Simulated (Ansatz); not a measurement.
Correlation energies of `[BH]1CO[CH2][GaH]1` by basis set

Cartesian coordinates in Å:
```
B 0.430 1.370 -0.256
C 1.154 0.084 -0.542
O 0.738 -1.153 -0.218
C -0.517 -1.245 0.496
Ga -1.210 0.626 0.742
H 0.922 2.396 -0.608
H 0.356 0.622 -1.429
H 2.119 0.013 -1.046
H -0.307 -1.779 1.428
H -1.169 -1.893 -0.099
H -2.515 0.959 1.531
```

Total charge 0; spin multiplicity 1. Correlated methods include outer-core shells of Ga, which these sets cover unevenly. Scalar relativity is left out up to krypton. All single points use the PBE0-D4/def2-TZVP geometry. Frozen core, restricted reference, Ansatz.

```
     basis      HF (Eh)  MP2 corr.  CCSD corr.       (T)  CCSD(T) total
  def2-SVP  -2101.54500   -0.76161           ?  -0.02793              ?
def2-TZVPP            ?   -0.91060           ?  -0.04179              ?
def2-QZVPP  -2102.04665          ?           –         –              –
```

Q: Fill in the withheld values. (Estimate.)

A: The calculation gave: def2-SVP CCSD corr.: -0.79553; def2-SVP CCSD(T) total: -2102.36846; def2-TZVPP HF (Eh): -2101.99842; def2-TZVPP CCSD corr.: -0.93843; def2-TZVPP CCSD(T) total: -2102.97864; def2-QZVPP MP2 corr.: -1.20482.
